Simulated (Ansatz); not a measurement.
`[SiH3][SiH2][GeH3]` + `NC(=S)[SiH2]O` → `O[SiH]([SiH3])[GeH3]` + `NC([SiH3])=S`  (redistribution)

Program: Ansatz. Geometries: PBE0-D4/def2-TZVP. ΔE: electronic, gas phase. CCSD(T)/CBS adds triple-zeta CCSD(T) − MP2 to the extrapolated MP2 energy (def2 sets, frozen cores). DFT in def2-TZVPP. B3LYP here is the variant with VWN-RPA as its local correlation; programs differ in this. For Ge outer-core shells are correlated without core-valence functions, which leaves a few kJ/mol of doubt a bond. Scalar relativity is left out up to krypton. Each species was taken in one conformer, which may not be the lowest.

Q: Is it downhill or uphill in electronic energy at CCSD(T)/CBS, and by how much? (Estimate.)

A: The calculation gave: Uphill: ΔE = +32.8 kJ/mol.

Q: What do these levels give: PBE-D4, r2SCAN-D4, B3LYP-D4, PBE, r2SCAN, B3LYP, HF/def2-TZVPP, MP2/def2-TZVPP, CCSD/def2-TZVPP, HF/def2-QZVPP, SCS-MP2/def2-QZVPP, CCSD/CBS(def2)? (Estimate.)

A: Ansatz gave: PBE-D4 31.1, r2SCAN-D4 33.9, B3LYP-D4 31.0, PBE 31.0, r2SCAN 33.9, B3LYP 31.1, HF/def2-TZVPP 33.5, MP2/def2-TZVPP 34.7, CCSD/def2-TZVPP 34.0, HF/def2-QZVPP 33.1, SCS-MP2/def2-QZVPP 32.4, CCSD/CBS(def2) 32.9 kJ/mol.

Largest T1 diagnostic among the species: 0.018.
